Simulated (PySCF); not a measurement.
C3H8F2O2Si.
Structure used (GFN2-xTB), in Å, numbered top down from 1:
```xyz
16
C3H8F2O2Si angstrom
C      3.151    0.489   -0.179
O      1.817    0.365   -0.548
Si     0.613   -0.077    0.428
O     -0.583    0.004   -0.667
C     -1.874   -0.445   -0.529
C     -2.532   -0.045    0.790
F     -2.376    1.270    1.046
F     -1.971   -0.707    1.831
H      3.688    0.966   -0.999
H      3.257    1.096    0.723
H      3.588   -0.493    0.016
H      0.777   -1.440    0.942
H      0.432    0.864    1.531
H     -1.915   -1.543   -0.578
H     -2.469   -0.027   -1.348
H     -3.611   -0.268    0.798
```

The closed-shell SCF was solved with PySCF and density fitting under several settings on one GFN2-xTB geometry (grid level 2 and gas phase unless stated).

| settings | basis functions | SCF cycles | E (Eh) | HOMO (eV) | LUMO (eV) | dipole (D) |
| --- | --- | --- | --- | --- | --- | --- |
| PBE0/pcSseg-1 | 183 | 13 | -758.1392 | -8.01 | 0.87 | 1.37 |
| PBE0/def2-SVPD | 240 | 14 | -757.7823 | -8.08 | 0.41 | 1.38 |

Q: Estimate the row for these settings: LC-wPBE/3-21G, grid level 3.

A: 
| settings | basis functions | SCF cycles | E (Eh) | HOMO (eV) | LUMO (eV) | dipole (D) |
| --- | --- | --- | --- | --- | --- | --- |
| LC-wPBE/3-21G, grid level 3 | 92 | 12 | -754.2942 | -10.19 | 3.72 | 1.74 |

Q: Over all rows, what range does the HOMO–LUMO gap span?

A: From 8.49 eV (PBE0/def2-SVPD) to 13.91 eV (LC-wPBE/3-21G, grid level 3). The functional of the narrowest has 25 % exact exchange, that of the widest range-separated exact exchange.

Q: Compare two rows with the functional PBE0: PBE0/pcSseg-1 and PBE0/def2-SVPD. Which energy is lower, and by how much?

A: PBE0/pcSseg-1 (183 functions) lies 0.3569 Eh or 224 kcal/mol below PBE0/def2-SVPD (240 functions). The smaller set gives the lower energy; the two sets aren't nested, so the variational bound doesn't order them by size.

Whole jobs, the steps after the SCF included, on one thread, Arm Neoverse V1 (aarch64) (shared host):

```json
{"settings": "PBE0/pcSseg-1", "work after the SCF": "shieldings, charges and field gradients", "wall time": "26 s", "peak memory": "0.82 GiB"}
{"settings": "PBE0/def2-SVPD", "work after the SCF": "6 singlets by full TDDFT, 2 Tamm–Dancoff triplets, polarisability", "wall time": "53 s", "peak memory": "0.97 GiB"}
{"settings": "LC-wPBE/3-21G, grid level 3", "work after the SCF": "shieldings, charges and field gradients", "wall time": "19 s", "peak memory": "0.55 GiB"}
```

Cycle counts include a coarse-grid stage where the run had one.

One conformer stands for the species.
